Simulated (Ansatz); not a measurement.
Total energies of C₈H₁₂, SMILES `C=CC1CC=CCC1`.

Z-matrix (Å, degrees):
```
C
C 1 1.492
C 1 1.530 2 111.1
C 1 1.529 2 111.6 3 -122.5
H 1 1.097 2 108.5 3 118.6
C 2 1.325 1 125.4 3 -117.2
H 2 1.090 1 115.5 3 62.8
C 3 1.496 1 112.6 2 -168.2
H 3 1.095 1 109.5 2 69.2
H 3 1.099 1 109.6 2 -45.9
C 4 1.522 1 111.2 2 -175.3
H 4 1.093 1 110.0 2 -52.5
H 4 1.097 1 108.7 2 64.1
H 6 1.084 2 121.7 1 -180.0
H 6 1.086 2 121.3 1 0.1
C 8 1.328 3 123.5 1 14.1
H 8 1.087 3 117.1 1 -165.4
H 11 1.095 4 110.1 1 -167.4
H 11 1.098 4 110.1 1 76.8
H 16 1.086 8 119.4 3 -178.3
```

The species carries charge 0 and has multiplicity 1. The geometry is a stationary point of PBE0-D4/def2-TZVP. It is one conformer, not always the lowest. Basis def2-TZVPP, Ansatz 0.2.0.

RPA on PBE orbitals: Hartree–Fock energy of these orbitals -309.93791 Eh, correlation -2.18086 Eh (frozen core).

```json
{"functional": "LDA (SPW92)", "energy without D4 (Eh)": "-309.22183", "D4 term (kJ/mol)": "–"}
{"functional": "revPBE", "energy without D4 (Eh)": "-312.05306", "D4 term (kJ/mol)": "-161.5"}
{"functional": "BLYP", "energy without D4 (Eh)": "-311.98051", "D4 term (kJ/mol)": "-108.1"}
{"functional": "r2SCAN", "energy without D4 (Eh)": "-311.95808", "D4 term (kJ/mol)": "-13.3"}
{"functional": "B97M-V", "energy without D4 (Eh)": "-312.16969", "D4 term (kJ/mol)": "–"}
{"functional": "PBE0", "energy without D4 (Eh)": "-311.76863", "D4 term (kJ/mol)": "-41.6"}
{"functional": "r2SCANh", "energy without D4 (Eh)": "-311.94732", "D4 term (kJ/mol)": "-13.9"}
{"functional": "r2SCAN0", "energy without D4 (Eh)": "-311.93272", "D4 term (kJ/mol)": "-15.2"}
{"functional": "HSE06 (plane-wave form)", "energy without D4 (Eh)": "-311.74941", "D4 term (kJ/mol)": "-38.5"}
{"functional": "BHLYP", "energy without D4 (Eh)": "-311.95490", "D4 term (kJ/mol)": "-54.4"}
{"functional": "CAM-B3LYP", "energy without D4 (Eh)": "-311.96953", "D4 term (kJ/mol)": "-41.7"}
{"functional": "LC-ωPBE", "energy without D4 (Eh)": "-311.94434", "D4 term (kJ/mol)": "–"}
{"functional": "ωB97X-V", "energy without D4 (Eh)": "-312.07036", "D4 term (kJ/mol)": "–"}
{"functional": "B2PLYP", "energy without D4 (Eh)": "-311.85879", "D4 term (kJ/mol)": "–"}
```

Task: Give the same for PBE, B3LYP, ωB97M-V, PBE-QIDH. (Estimate.)

Result: The calculation gave: 
| functional | energy without D4 (Eh) | D4 term (kJ/mol) |
| --- | --- | --- |
| PBE | -311.71829 | -49.1 |
| B3LYP | -312.16369 | -77.7 |
| ωB97M-V | -311.99867 | – |
| PBE-QIDH | -311.72440 | – |

B3LYP takes the VWN-RPA correlation (the form of Gaussian; ORCA's B3LYP/G). HSE06 is the plane-wave form, built on full-range PBE exchange. The double hybrids freeze the cores in their second-order part.

LC-ωPBE has ω = 0.4 bohr⁻¹.
